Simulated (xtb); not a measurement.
H$_{4}$P (SMILES [PH4+]), charge +1, singlet, from a rough starting geometry; GFN2-xTB run with xtb 6.7.1.

The xtb input:
```
$ xtb mol.xyz --gfn 2 --chrg 1 --opt vtight --json

# file mol.xyz
5

P     -0.00912603    -0.07270913    -0.03821027
H     -0.76182825    -0.84231618    -0.78521194
H      0.35808835    -0.64829938     1.15721512
H     -0.68297787     1.11707023     0.22337377
H      1.19738349     0.40014217    -0.63650464
```

### Question
Write the output that xtb gives for this input, abridged.

### Answer

```
   ID    Z sym.   atoms
    1   15 P      1
    2    1 H      2-5

           -------------------------------------------------
          |                Calculation Setup                |
           -------------------------------------------------

           -------------------------------------------------
          |                 G F N 2 - x T B                 |
           -------------------------------------------------

          ...................................................
          :                      SETUP                      :
          :.................................................:
          :  # basis functions                  14          :
          :  # atomic orbitals                  13          :
          :  # shells                            7          :
          :  # electrons                         8          :
          :  max. iterations                   250          :
          :  Hamiltonian                  GFN2-xTB          :
          :  restarted?                      false          :
          :  GBSA solvation                  false          :
          :  PC potential                    false          :
          :  electronic temp.          300.0000000     K    :
          :  accuracy                    1.0000000          :
          :  -> integral cutoff          0.2500000E+02      :
          :  -> integral neglect         0.1000000E-07      :
          :  -> SCF convergence          0.1000000E-05 Eh   :
          :  -> wf. convergence          0.1000000E-03 e    :
          :  Broyden damping             0.4000000          :
          :  net charge                          1          :
          :  unpaired electrons                  0          :
          ...................................................

 iter      E             dE          RMSdq      gap      omega  full diag
   1     -4.1156639 -0.411566E+01  0.380E+00    7.77       0.0  T
   2     -4.1176474 -0.198356E-02  0.197E+00    7.66       1.0  T
   3     -4.1183384 -0.690955E-03  0.339E-01    7.60       1.0  T
   4     -4.1183759 -0.375624E-04  0.186E-01    7.60       1.0  T
   5     -4.1183795 -0.355111E-05  0.607E-02    7.60       1.0  T
   6     -4.1183805 -0.100517E-05  0.200E-02    7.59       2.2  T
   7     -4.1183807 -0.168982E-06  0.353E-03    7.59      12.7  T
   8     -4.1183807 -0.369750E-08  0.144E-03    7.59      31.0  T
   9     -4.1183807 -0.915320E-09  0.472E-04    7.59      94.7  T
[...]
         :: total energy              -4.073493213785 Eh    ::
 * total energy  :    -4.0734932 Eh     change       -0.6137313E-12 Eh
 * total energy  :    -4.0776657 Eh     change       -0.4172470E-02 Eh
 * total energy  :    -4.0781981 Eh     change       -0.5324618E-03 Eh
 * total energy  :    -4.0782060 Eh     change       -0.7899382E-05 Eh
 * total energy  :    -4.0782083 Eh     change       -0.2293838E-05 Eh
 * total energy  :    -4.0782084 Eh     change       -0.2897398E-07 Eh
   *** GEOMETRY OPTIMIZATION CONVERGED AFTER 6 ITERATIONS ***
         :: total energy              -4.078208367597 Eh    ::
[...]
        12                          0.6818808              18.5549
        13                          0.6820580              18.5597
      -------------------------------------------------------------
                  HL-Gap            0.3118070 Eh            8.4847 eV
             Fermi-level           -0.5711598 Eh          -15.5420 eV

     #   Z          covCN         q      C6AA      α(0)
     1  15 P        3.910     0.421   142.862    21.471
     2   1 H        0.978     0.145     1.424     1.865
     3   1 H        0.978     0.145     1.424     1.865
     4   1 H        0.978     0.145     1.424     1.864
     5   1 H        0.978     0.145     1.424     1.865

 Mol. C6AA /au·bohr⁶  :        278.874582
 Mol. C8AA /au·bohr⁸  :      11120.151383
 Mol. α(0) /au        :         28.929388

Wiberg/Mayer (AO) data.
largest (>0.10) Wiberg bond orders for each atom

 ---------------------------------------------------------------------------
     #   Z sym  total        # sym  WBO       # sym  WBO       # sym  WBO
 ---------------------------------------------------------------------------
     1  15 P    3.665 --     5 H    0.916     2 H    0.916     3 H    0.916
                             4 H    0.916
     2   1 H    0.979 --     1 P    0.916
     3   1 H    0.979 --     1 P    0.916
     4   1 H    0.979 --     1 P    0.916
     5   1 H    0.979 --     1 P    0.916
 ---------------------------------------------------------------------------

Topologies differ in total number of bonds
Writing topology from bond orders to xtbtopo.mol

molecular dipole:
                 x           y           z       tot (Debye)
 q only:        0.038      -0.017      -0.030
   full:        0.038      -0.017      -0.030       0.131
molecular quadrupole (traceless):
                xx          xy          yy          xz          yz          zz
 q only:        0.000      -0.002      -0.000      -0.001       0.001      -0.000
  q+dip:        0.000      -0.002       0.000      -0.001       0.000      -0.001
   full:        0.000      -0.002       0.000      -0.001       0.001      -0.000

optimized geometry written to: xtbopt.xyz

           -------------------------------------------------
          | TOTAL ENERGY               -4.078208367597 Eh   |
          | GRADIENT NORM               0.000053730929 Eh/α |
          | HOMO-LUMO GAP               8.484698997881 eV   |
           -------------------------------------------------

normal termination of xtb
```
